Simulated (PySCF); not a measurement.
PySCF 2.14 output of an unrestricted LDA calculation on a single atom or ion in aug-cc-pVTZ-DK (6s5p3d2f, 50 functions), with the spin-free X2C one-electron Hamiltonian (Gaussian nucleus):

```
SCF conv_tol = 1e-09
number electrons alpha = 7  beta = 6
    P. A. M. Dirac.,  Math. Proc. Cambridge Philos. Soc. 26, 376 (1930)
    F. Bloch.,  Z. Phys. 57, 545 (1929)
    S. H. Vosko, L. Wilk, and M. Nusair.,  Can. J. Phys. 58, 1200 (1980)
cycle= 1 E= -241.743916239272  delta_E= -0.00714  |g|= 0.0506  |ddm|= 0.364
cycle= 2 E= -241.744251286938  delta_E= -0.000335  |g|= 0.0269  |ddm|= 0.102
cycle= 3 E= -241.744365422974  delta_E= -0.000114  |g|= 0.00121  |ddm|= 0.0249
cycle= 4 E= -241.744366573358  delta_E= -1.15e-06  |g|= 8.5e-05  |ddm|= 0.00656
cycle= 5 E= -241.744366581379  delta_E= -8.02e-09  |g|= 4.06e-06  |ddm|= 0.000354
cycle= 6 E= -241.744366581405  delta_E= -2.57e-11  |g|= 4.22e-07  |ddm|= 2.47e-05
converged SCF energy = -241.744366581405  <S^2> = 0.75171229  2S+1 = 2.0017116
```

The run itself started from symmetry-adapted Hartree-Fock orbitals and held the occupation by maximum overlap, on a logarithmic radial grid, so the iterations belong to that start.

Problem. Which element, charge and spin multiplicity is this?

Solution. Al (aluminium, neutral), multiplicity 2; the state was [Ne] 3s2 3p1, 2P determinant.
